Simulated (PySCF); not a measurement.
## Spinor energies of Ho⁶²⁺ (holmium, charge +62)

Start: [He] 2s2 2p1; 2p3/2 filled at m_j = +3/2. Calculated with PySCF 2.14 in an uncontracted even-tempered set (17 s from 45 bohr⁻², ratio 2.4; 13 p from 59 bohr⁻², ratio 2.4; 5 d from 190 bohr⁻², ratio 2.6; 4 f from 280 bohr⁻², ratio 2.6): generalised Hartree-Fock with the X2C-1e Hamiltonian and a Gaussian nucleus; one run each with spin-orbit coupling (SO) screened by Boettger's factors, then bare. This is a chosen level, not necessarily the ground level.

| spinor shell | electrons | ε, screened SO (eV) | ε, bare SO (eV) | weight of nominal j (bare SO) | rms radius, bare SO (bohr) |
| --- | --- | --- | --- | --- | --- |
| 1s1/2 | 2 | -62688.2 | -62688.5 | 1.000 | 0.0234 |
| 2s1/2 | 2 | -15189.9 | -15190.0 | 1.000 | 0.0911 |
| 2p3/2 | 1 | -14071.3 | -14063.2 | 1.000 | 0.0828 |

```
   quantity  screened SO      bare SO
E (hartree)  -6410.70995  -6410.41416
        M_J          3/2          3/2
       ⟨J²⟩        3.750        3.750
       ⟨L²⟩        2.000        2.000
       ⟨S²⟩        0.750        0.750
```

Each row is a mean over spinors that exchange with the open shell spreads, by up to 58.041 eV (2s1/2).

Breit and QED terms are absent; they matter most for the inner s and p1/2 levels.

Densities and radii are taken from the X2C orbitals without a picture-change correction, which distorts them close to the nucleus.
